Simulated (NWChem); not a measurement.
# InNH3OBr; SMILES [NH2][In]([OH])[Br]

```xyz
7

In     0.0011    -0.6840    -0.0159
Br    -0.0137     1.8031     0.0077
O      1.7753    -1.5801     0.0392
H      2.4975    -0.9409     0.0519
N     -1.7213    -1.7276     0.0993
H     -1.6855    -2.6674    -0.2886
H     -2.5424    -1.2488    -0.2622
```
Atoms are numbered in this order, from 1.

Program: NWChem. Geometry: optimised at PBE0/def2-SVP. def2 effective core potentials on In; no spin-orbit coupling. Vertical excitations in the gas phase.

What does the run give for PBE/def2-SVP, TDA? Quantities: lowest excitation, singlet (eV); oscillator strength of that lowest state; lowest state with f > 0.02, singlet (eV); oscillator strength of that bright state; orbital gap (eV).


```json
{
 "lowest excitation, singlet (eV)": "3.90",
 "oscillator_strength_of_that_lowest_state": "0.018",
 "lowest state with f > 0.02, singlet (eV)": "4.85",
 "oscillator_strength_of_that_bright_state": "0.035",
 "orbital gap (eV)": "3.56"
}
```
